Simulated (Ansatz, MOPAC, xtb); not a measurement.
The molecule OsH, multiplicity 4 (lowest of 2S+1 = 2, 4, 6 at CCSD(T)/def2-TZVPP on PBE0 minima; our sources give no spin for the ground state, which may be another). No spin–orbit coupling.

Constants: fifth-degree fit in 1/R to seven points, most abundant isotopes. Runs in def2 and cc sets follow the lowest solution found near the PBE0 minimum.

The values were computed with Ansatz (Gaussian orbitals); MOPAC for PM6, PM7 (differences of heats of formation); xtb for the GFN methods.  In def2 rows elements past Kr take small-core potentials, without spin–orbit coupling. The GFN methods have no spin term and hold the electronic entropy of 300 K.

```json
[
 {"level": "PM6", "r_e (Å)": "1.524", "ω_e (cm⁻¹)": "3079", "B_e (cm⁻¹)": "7.24", "α_e (cm⁻¹)": "0.15", "dipole (D)": "-"},
 {"level": "PM7", "r_e (Å)": "1.649", "ω_e (cm⁻¹)": "3606", "B_e (cm⁻¹)": "6.18", "α_e (cm⁻¹)": "0.090", "dipole (D)": "-"},
 {"level": "GFN1-xTB", "r_e (Å)": "1.657", "ω_e (cm⁻¹)": "1781", "B_e (cm⁻¹)": "6.12", "α_e (cm⁻¹)": "0.28", "dipole (D)": "-"},
 {"level": "GFN2-xTB", "r_e (Å)": "1.575", "ω_e (cm⁻¹)": "1909", "B_e (cm⁻¹)": "6.78", "α_e (cm⁻¹)": "0.33", "dipole (D)": "-"},
 {"level": "SVWN5/def2-TZVPP", "r_e (Å)": "1.580", "ω_e (cm⁻¹)": "2263", "B_e (cm⁻¹)": "6.74", "α_e (cm⁻¹)": "0.17", "dipole (D)": "0.98"},
 {"level": "PBE/def2-TZVPP", "r_e (Å)": "1.591", "ω_e (cm⁻¹)": "2201", "B_e (cm⁻¹)": "6.64", "α_e (cm⁻¹)": "0.17", "dipole (D)": "1.17"},
 {"level": "r2SCAN/def2-TZVPP", "r_e (Å)": "1.584", "ω_e (cm⁻¹)": "2236", "B_e (cm⁻¹)": "6.70", "α_e (cm⁻¹)": "0.17", "dipole (D)": "1.37"},
 {"level": "B97M-V/def2-TZVPP", "r_e (Å)": "1.603", "ω_e (cm⁻¹)": "2119", "B_e (cm⁻¹)": "6.54", "α_e (cm⁻¹)": "0.18", "dipole (D)": "1.52"},
 {"level": "B3LYP/def2-TZVPP", "r_e (Å)": "1.589", "ω_e (cm⁻¹)": "2210", "B_e (cm⁻¹)": "6.66", "α_e (cm⁻¹)": "0.17", "dipole (D)": "1.31"},
 {"level": "PBE0/def2-TZVPP", "r_e (Å)": "1.585", "ω_e (cm⁻¹)": "2229", "B_e (cm⁻¹)": "6.69", "α_e (cm⁻¹)": "0.17", "dipole (D)": "1.46"},
 {"level": "BHLYP/def2-TZVPP", "r_e (Å)": "1.585", "ω_e (cm⁻¹)": "2228", "B_e (cm⁻¹)": "6.69", "α_e (cm⁻¹)": "0.17", "dipole (D)": "1.64"},
 {"level": "CAM-B3LYP/def2-TZVPP", "r_e (Å)": "1.585", "ω_e (cm⁻¹)": "2240", "B_e (cm⁻¹)": "6.69", "α_e (cm⁻¹)": "0.17", "dipole (D)": "1.50"},
 {"level": "wB97X-V/def2-TZVPP", "r_e (Å)": "1.584", "ω_e (cm⁻¹)": "2251", "B_e (cm⁻¹)": "6.70", "α_e (cm⁻¹)": "0.16", "dipole (D)": "1.67"},
 {"level": "wB97M-V/def2-TZVPP", "r_e (Å)": "1.583", "ω_e (cm⁻¹)": "2246", "B_e (cm⁻¹)": "6.71", "α_e (cm⁻¹)": "0.17", "dipole (D)": "1.60"},
 {"level": "B2PLYP/def2-TZVPP", "r_e (Å)": "1.579", "ω_e (cm⁻¹)": "2264", "B_e (cm⁻¹)": "6.75", "α_e (cm⁻¹)": "0.17", "dipole (D)": "-"},
 {"level": "CCSD/def2-TZVPP", "r_e (Å)": "1.575", "ω_e (cm⁻¹)": "2265", "B_e (cm⁻¹)": "6.78", "α_e (cm⁻¹)": "0.19", "dipole (D)": "-"},
 {"level": "CCSD/def2-QZVPP", "r_e (Å)": "1.570", "ω_e (cm⁻¹)": "2296", "B_e (cm⁻¹)": "6.82", "α_e (cm⁻¹)": "0.22", "dipole (D)": "-"}
]
```

Correlated levels freeze the inner cores; with def2 sets outer-core shells near the valence are correlated too. The state reached by PM6, PM7 isn't checked; PM7 holds dispersion and hydrogen-bond terms.

Doubts at one or more of the structures used: T1 above 0.05 (CCSD/def2-TZVPP, CCSD/def2-QZVPP).

Ansatz is an electronic-structure program.
